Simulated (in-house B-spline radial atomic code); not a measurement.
Radial electron density of Cl⁺, [Ne] 3s2 (3p1/2)2 (3p3/2)2. Level of theory: Dirac-Hartree-Fock, average of the jj configuration, Fermi nucleus of rms radius 3.3654 fm; calculated with a B-spline radial code for spherical atoms.

Columns: r (bohr), 4πr²n(r) (electrons per bohr), bar.

```
  0.0035   0.4617 #
 0.00419   0.6446 #
 0.00503   0.9003 ##
 0.00603    1.247 ###
 0.00723    1.717 ####
 0.00867    2.344 #####
  0.0104    3.172 #######
  0.0125    4.255 ##########
   0.015    5.615 #############
  0.0179    7.229 ################
  0.0215    9.209 #####################
  0.0258    11.44 ##########################
  0.0309    13.79 ###############################
  0.0371    16.11 ####################################
  0.0445    18.07 ########################################
  0.0533    19.35 ###########################################
  0.0639    19.68 ############################################
  0.0767    18.93 ##########################################
  0.0919    17.27 #######################################
    0.11    15.25 ##################################
   0.132    13.65 ###############################
   0.159    13.28 ##############################
    0.19    14.44 ################################
   0.228     16.7 #####################################
   0.273    18.81 ##########################################
   0.328     19.4 ###########################################
   0.393    17.59 #######################################
   0.471    13.72 ###############################
   0.565    9.107 ####################
   0.678    5.455 ############
   0.813    3.734 ########
   0.975    3.665 ########
    1.17    4.179 #########
     1.4    4.265 ##########
    1.68     3.59 ########
    2.02    2.432 #####
    2.42    1.333 ###
     2.9   0.5768 #
    3.47   0.1936 
    4.17  0.04631 
       5 0.007817 
    5.99 0.0008626
```

On this grid the curve has 3 maxima, near 0.0639, 0.328, 1.4 bohr.

The 3p1/2 radial function P(r) = rR(r), positive near the nucleus, with its small component Q(r) (sign convention: Q ≈ (P' + κP/r)/2c):

| r (bohr) | P | Q |
| --- | --- | --- |
| 0.00419 | 0.000896 | 0.001987 |
| 0.00603 | 0.001744 | 0.002792 |
| 0.00867 | 0.003408 | 0.003886 |
| 0.0125 | 0.006687 | 0.00535 |
| 0.0179 | 0.01286 | 0.007188 |
| 0.0258 | 0.02467 | 0.009451 |
| 0.0371 | 0.04596 | 0.01194 |
| 0.0533 | 0.0824 | 0.01426 |
| 0.0767 | 0.1403 | 0.01573 |
| 0.11 | 0.22 | 0.01538 |
| 0.159 | 0.3104 | 0.01229 |
| 0.228 | 0.3655 | 0.006588 |
| 0.328 | 0.317 | -0.0003324 |
| 0.471 | 0.1006 | -0.005783 |
| 0.678 | -0.2746 | -0.007624 |
| 0.975 | -0.6566 | -0.005609 |
| 1.4 | -0.8155 | -0.002089 |
| 2.02 | -0.6562 | 0.0002048 |
| 2.9 | -0.3423 | 0.0006359 |
| 4.17 | -0.1032 | 0.0002911 |
| 5.99 | -0.01468 | 5.087e-05 |
